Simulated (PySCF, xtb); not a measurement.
CNO, SMILES [N]=C=O (connectivity only; charge and spin as stated), charge -1, multiplicity 1.

GFN2-xTB (xtb) at its own geometry gives an orbital gap of 7.03 eV.

Geometry optimised at B3LYP-D3(BJ)/def2-TZVPD. The spin state was assumed, not searched. The isomer is the one that the SMILES or the coordinates give; other isomers of the formula were not compared.

Question: What does r2SCAN/def2-TZVPD run with PySCF give? (An estimate is asked for; the answer gives what the named calculation found.)

Answer: gap 4.56 eV (levels 0.11 and 4.67 eV).
